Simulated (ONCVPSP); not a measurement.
# Transferability test, ONCV potential for Fe (Z = 26)

```json
{
  "Element": "Fe (Z = 26)",
  "Generator": "ONCVPSP 4.0.1",
  "Type": "optimised norm-conserving Vanderbilt (ONCV)",
  "Functional": "PBEsol",
  "Relativity": "fully relativistic",
  "Frozen core": "[Ne]",
  "Valence charge": "16",
  "Reference configuration": "3s2 3p6 3d6 4s2",
  "Partial waves": "3s+4s: rc 1.45 bohr, ncon 4, nbas 7, qcut 9.4 1/bohr, 2 projectors; 3p: rc 1.30 bohr, ncon 4, nbas 9, qcut 8.5 1/bohr, 2 projectors, debl 1.9 Ha; 3d: rc 0.95 bohr, ncon 4, nbas 9, qcut 18.9 1/bohr, 3 projectors, debl 2.8 Ha; f scattering state at 0.07 Ha: rc 1.55 bohr, ncon 4, nbas 8, qcut 7.4 1/bohr, 1 projector",
  "Local potential": "polynomial inside 0.60 bohr (lpopt 1, dvloc0 4 Ha)",
  "Core correction": "Teter function, fcfact 2.5, rcfact 1.6"
}
```

Open shells are filled in proportion to 2j + 1.

In the p channel the program set the typed energies aside and used -2.183, 0.250 Ha (j = l + 1/2; the other j can differ).

Energies are relative to the spin-unpolarised reference configuration 3s2 3p6 3d6 4s2; without spin polarisation the order of configurations can differ from experiment.

```json
{"valence configuration": "3s2 3p6 3d6 4s1", "charge": "+1", "ΔE all-electron (eV)": "8.746", "error AE − PS (meV)": "+0.4"}
{"valence configuration": "3s2 3p6 3d6 4s0", "charge": "+2", "ΔE all-electron (eV)": "24.862", "error AE − PS (meV)": "+2.1"}
{"valence configuration": "3s2 3p6 3d6 4s0 4p2", "charge": "0", "ΔE all-electron (eV)": "8.489", "error AE − PS (meV)": "+0.3"}
```

What are ΔE and the potential's error for 3s2 3p6 3d5 4s0?

ΔE = 59.049 eV all-electron; the error (AE − PS) is -6.3 meV.

Levels in the configuration 3s2 3p6 3d6 4s0 4p2:

```
   level  all-electron (eV)  pseudo (eV)
3s j=1/2            -96.999      -97.001
3p j=3/2            -62.662      -62.663
3p j=1/2            -64.204      -64.206
3d j=5/2            -10.594      -10.602
3d j=3/2            -10.749      -10.754
4p j=3/2             -2.746       -2.746
4p j=1/2             -2.806       -2.806
```

These tests converged, but a pseudo level misses the all-electron one widely, so the file describes the atom poorly there or has found another state: 3s2 3p6 3d6 4s0 4p2: empty 4s by 12.8 eV.
